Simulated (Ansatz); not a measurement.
A structure relaxed at PBE-D4/def2-SVP in Ansatz, charge 0, singlet:

Cartesian coordinates in Å:
```
Sn -0.951 0.781 -1.785
Sn 0.924 -1.485 -1.279
Sn -1.500 -0.872 1.643
Sn 1.523 1.496 1.073
O 1.073 0.718 -0.757
O -0.025 -0.665 -2.894
O 0.501 -0.085 2.305
O -1.082 -0.973 -0.350
O -0.464 1.085 2.044
```

(1) Give its formula and point group.

(2) Summarise the bond lengths by kind (pairs closer than 1.2 times the sum of covalent radii, bridged metal pairs left out).

Answers

(1) Sn₄O₅. Point group C2v (tolerance 0.1 Å).

(2) 12 × O–Sn 2.04 to 2.27 Å; 1 × O–O 1.54 Å.

In the def2 sets Sn takes a core potential; there is no spin–orbit coupling. The structure holds one bond between oxygen atoms, so isomers without such links may lie far lower. The restricted singlet is unstable towards broken spin symmetry in Hartree–Fock (as tested in another run); at PBE-D4/def2-SVP this wasn't settled. Another isomer (singlet) lies 1.18 eV lower at PBE0-D4/def2-TZVP; other spin states weren't run for this one.
